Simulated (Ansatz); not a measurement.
Job for Ansatz (a first-principles code): U-CCSD(T)/cc-pVDZ on NH (SMILES [NH]), 2S+1 = 3, a point of a bond scan (R = 2.084 Å).

Ansatz 0.2 input:
```yaml
crystal:
  periodic: [false, false, false]
  atoms:
    - {symbol: N, position_ang: [-0.00000000, -0.00000000, -0.13023546]}
    - {symbol: H, position_ang: [0.00000000, 0.00000000, 1.95353194]}
basis:
  gaussian:
    orbitals: cc-pVDZ
magnetization: {spin_polarized: true, initial_magnetization: 2}
correlation: {method: ccsd_t, electrons: all}
scf: {omitted_lower_state_checks: [cluster_reference]}
```

The head of its log:

```
Functional definition: HF
[...]
these checks for a lower state are left out or cut short: cluster_reference
integrals: 0.00 GiB planned
181 factors; integrals over basis functions are off by at most 9.5e-4 eV
mean field: 0.04 GiB planned
mean field evaluation 1: about -1490.9692 eV, gradient 7.3e0 eV
mean field evaluation 2: about -1490.9697 eV, gradient 7.3e0 eV
mean field evaluation 4: about -1492.8607 eV, gradient 4.6e0 eV
mean field evaluation 8: about -1493.6427 eV, gradient 1.4e-3 eV
mean field evaluation 16: about -1493.6427 eV, gradient 9.1e-4 eV
mean field evaluation 32: about -1492.1225 eV, gradient 1.8e0 eV
mean field -1493.64267133 eV, -54.8903557441 hartree, gradient 4.5e-6 eV, S^2 2.907473; 4 other end points of the search recorded, 0 dependent functions left out
reference -1493.64267133 eV, -54.8903557441 hartree; 5, 3 occupied and 14, 16 virtual orbitals, 181 factors
```

Task: Give the final energy of this run.

Result: -54.9875 hartree (reference determinant -54.8904, T1 diagnostic 0.028). Its determinant has ⟨S²⟩ = 2.91, a mixture of spin states.
